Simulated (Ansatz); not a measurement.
Consider the atomization: `[F][Ge@H]1[NH][C@@H]1S` → C• + F• + Ge• + 4 H• + N• + S•.

Computed with Ansatz on PBE0-D4/def2-TZVP structures; ΔE is electronic, products minus reactants. CBS: MP2 limit from def2 TZ/QZ plus the TZ coupled-cluster correction, frozen cores. This one scheme is used for every species, atoms too. Functionals use def2-TZVPP. B3LYP here is the variant with VWN-RPA as its local correlation; programs differ in this. Open shells (•) are unrestricted, without spin–orbit coupling. Spin–orbit coupling would lower the free atoms: a little for C, F, S; clearly for Ge. Bonds to Ge are less sure, by a few kJ/mol each and by 10 to 20 or more in all where they break to atoms, as the def2 sets lack core-valence functions. Scalar relativity is left out up to krypton. Each species was taken in one conformer, which may not be the lowest.

`[F][Ge@H]1[NH][C@@H]1S`:

```xyz
9

F    -2.370   -1.060    0.350
Ge   -1.076   -0.398   -0.604
N    -0.357    1.169    0.023
C     0.534    0.041    0.351
S     2.175    0.253   -0.341
H    -1.453   -0.505   -2.072
H    -0.684    1.712    0.810
H     0.556   -0.295    1.387
H     2.674   -0.917    0.096
```

| level | ΔE (kJ/mol) | difference from CCSD(T)/CBS |
| --- | --- | --- |
| r2SCAN-D4 | 2950.1 | 1.0 |
| PBE0-D4 | 2944.2 | -4.9 |
| B3LYP-D4 | 2923.7 | -25.4 |
| ωB97X-V | 2964.3 | 15.2 |
| ωB97M-V | 2945.2 | -3.9 |
| r2SCAN | 2945.2 | -3.9 |
| HF/def2-TZVPP | 1881.3 | -1067.8 |
| MP2/def2-TZVPP | 2924.5 | -24.6 |
| SCS-MP2/def2-TZVPP | 2897.4 | -51.7 |
| CCSD/def2-TZVPP | 2779.7 | -169.4 |
| HF/def2-QZVPP | 1887.7 | -1061.4 |
| MP2/def2-QZVPP | 2983.8 | 34.7 |
| SCS-MP2/def2-QZVPP | 2964.6 | 15.5 |
| HF/CBS(def2) | 1888.6 | -1060.5 |
| MP2/CBS(def2) | 3023.9 | 74.8 |
| CCSD/CBS(def2) | 2879.0 | -70.1 |
| CCSD(T)/CBS | 2949.1 | 0 |

Largest T1 diagnostic among the species: 0.013.

In def2-TZVPP, CCSD(T) changes the Hartree–Fock value by +968.5 kJ/mol (the triples alone add +70.1 kJ/mol) and MP2 by +1043.3 kJ/mol; breaking electron pairs costs correlation energy, which Hartree–Fock lacks. The D4 term adds +34.5 kJ/mol with B3LYP and +17.8 kJ/mol with PBE0; it sums over pairs of atoms, weighted by their polarisabilities, and B3LYP, whose exchange is more repulsive, gets the larger term. From PBE to PBE0 (25 % exact exchange), in def2-TZVPP and without D4, ΔE moves by −93.5 kJ/mol: exact exchange takes away binding that semilocal exchange gives to molecules.

For atomizations the MP2-based limit and the directly extrapolated one differ by several kJ/mol either way, and by 10 to 25 for some Ge, Se and Sn compounds, so smaller differences from it don't rank the levels.
